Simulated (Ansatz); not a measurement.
Input for Ansatz (a quantum-chemistry and plane-wave program): R-PBE/def2-TZVPP on BrGeHO (SMILES [OH][Ge][Br]), a point of a torsion scan.

Ansatz 0.2 input:
```yaml
crystal:
  periodic: [false, false, false]
  atoms:
    - {symbol: O, position_ang: [-1.01580414, 0.21833648, 0.19054418]}
    - {symbol: Ge, position_ang: [0.57302817, 0.88236682, -0.18117880]}
    - {symbol: Br, position_ang: [0.04254419, 3.14187357, 0.26692963]}
    - {symbol: H, position_ang: [-1.53772097, -0.52235788, -0.09753692]}
basis:
  gaussian:
    orbitals: def2-TZVPP
hamiltonian:
  xc: {name: PBE}
scf: {lower_state_search: off}
```

It printed:

```
WARN ansatz: RAYON_NUM_THREADS=1 ignored (pool sized by the plan → 1); use --threads N
Functional definition: PBE
these checks for a lower state are left out or cut short: stability, starts, cluster_reference, orbital_swaps, neighbouring_geometries, increment
integrals: 0.06 GiB planned
944 factors; their error is unknown
mean field: 0.41 GiB planned
mean field evaluation 1: about -128601.7660 eV, gradient 7.0e1 eV
mean field evaluation 2: about -128481.0573 eV, gradient 2.0e2 eV
mean field evaluation 4: about -128608.0250 eV, gradient 2.5e1 eV
mean field evaluation 8: about -128609.5229 eV, gradient 1.5e-1 eV
mean field evaluation 16: about -128609.4898 eV, gradient 4.4e-5 eV
mean field -128609.48980748 eV, -4726.3115757816 hartree, gradient 1.8e-6 eV, S^2 0.000000; 0 other end points of the search recorded, 0 dependent functions left out
reference -128609.48983785 eV, -4726.3115768979 hartree; 38, 38 occupied and 103, 103 virtual orbitals, 944 factors
Total energy: -128609.48983785 eV, -4726.3115768979 hartree
Checks for a lower state left out: stability, starts, cluster_reference, orbital_swaps, neighbouring_geometries, increment
```

Self-consistency was reached.

Cost: roughly 0.9 core-seconds.
